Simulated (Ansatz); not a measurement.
The cluster Cd5O5, relaxed as a singlet with RKS PBE0-D4/def2-SVP in Ansatz, starting from the GFN1-xTB geometry. Force threshold 0.02 eV/Å.

In the def2 sets Cd takes a core potential; there is no spin–orbit coupling. The structure holds 2 bonds between oxygen atoms, so isomers without such links may lie far lower. The restricted singlet is unstable towards broken spin symmetry in Hartree–Fock (as tested in another run); at PBE0-D4/def2-SVP this wasn't settled. The structure comes from a short search, and lower isomers may exist.

Start:

```xyz
10

Cd   -3.716    1.647    0.931
Cd   -1.638    1.106   -1.082
Cd    0.916    1.187    1.061
Cd   -0.472   -1.323   -1.455
Cd    2.234   -0.483   -0.947
O    -0.419   -1.004    1.218
O     1.316   -1.822   -2.151
O     0.935   -0.938    1.477
O     1.858    1.450   -0.655
O    -1.013    0.181    1.604
```

```json
{"step": "1", "energy (eV)": "-33030.4232", "largest force component (eV/Å)": "1.292", "SCF passes": "27"}
{"step": "2", "energy (eV)": "-33030.9170", "largest force component (eV/Å)": "0.561", "SCF passes": "38"}
{"step": "3", "energy (eV)": "-33031.1516", "largest force component (eV/Å)": "0.547", "SCF passes": "32"}
{"step": "4", "energy (eV)": "-33031.3209", "largest force component (eV/Å)": "0.346", "SCF passes": "31"}
{"step": "5", "energy (eV)": "-33031.4481", "largest force component (eV/Å)": "0.405", "SCF passes": "30"}
{"step": "6", "energy (eV)": "-33031.5954", "largest force component (eV/Å)": "0.536", "SCF passes": "30"}
{"step": "7", "energy (eV)": "-33031.8166", "largest force component (eV/Å)": "0.959", "SCF passes": "35"}
{"step": "8", "energy (eV)": "-33032.0115", "largest force component (eV/Å)": "1.205", "SCF passes": "31"}
{"step": "9", "energy (eV)": "-33032.1364", "largest force component (eV/Å)": "1.056", "SCF passes": "30"}
{"step": "10", "energy (eV)": "-33032.1923", "largest force component (eV/Å)": "0.665", "SCF passes": "29"}
{"step": "11", "energy (eV)": "-33032.2371", "largest force component (eV/Å)": "0.209", "SCF passes": "30"}
{"step": "13", "energy (eV)": "-33032.2575", "largest force component (eV/Å)": "0.072", "SCF passes": "30"}
{"step": "15", "energy (eV)": "-33032.2775", "largest force component (eV/Å)": "0.147", "SCF passes": "30"}
{"step": "17", "energy (eV)": "-33032.2850", "largest force component (eV/Å)": "0.163", "SCF passes": "29"}
{"step": "19", "energy (eV)": "-33032.2891", "largest force component (eV/Å)": "0.048", "SCF passes": "30"}
{"step": "21", "energy (eV)": "-33032.2901", "largest force component (eV/Å)": "0.038", "SCF passes": "31"}
{"step": "23 (rejected)", "energy (eV)": "-33032.2582", "largest force component (eV/Å)": "0.405", "SCF passes": "30"}
{"step": "25", "energy (eV)": "-33032.3060", "largest force component (eV/Å)": "0.085", "SCF passes": "31"}
{"step": "27", "energy (eV)": "-33032.3095", "largest force component (eV/Å)": "0.032", "SCF passes": "30"}
{"step": "29", "energy (eV)": "-33032.3104", "largest force component (eV/Å)": "0.014", "SCF passes": "31"}
{"step": "30", "energy (eV)": "-33032.3106", "largest force component (eV/Å)": "0.019", "SCF passes": "32"}
```

Force components are those of the run's own axes.

End:

```tsv
atom	x (Å)	y (Å)	z (Å)
Cd1	-3.1423	1.6899	0.9303
Cd2	-2.6912	-0.6968	-0.6089
Cd3	1.1323	1.1651	1.0219
Cd4	-0.3005	-1.5336	-1.5261
Cd5	2.4829	-0.1448	-1.3234
O6	-1.0386	-0.4037	1.4820
O7	1.5453	-1.5375	-2.3735
O8	0.0357	-0.8448	0.7127
O9	2.8511	1.3010	0.0091
O10	-0.8746	1.0051	1.6760
```

Bonds lost: Cd2–Cd3 (atoms count from 1). Bonds formed: Cd1–O10, Cd4–O8 (atoms count from 1).

The force fell under the threshold at step 29, but the optimiser went on. No frequencies were taken in this run, so the end may be a saddle point.

Hardware: 4 threads of Intel Xeon 6975P-C on a shared host. Wall time 2.9 min, peak host memory 0.98 GiB.
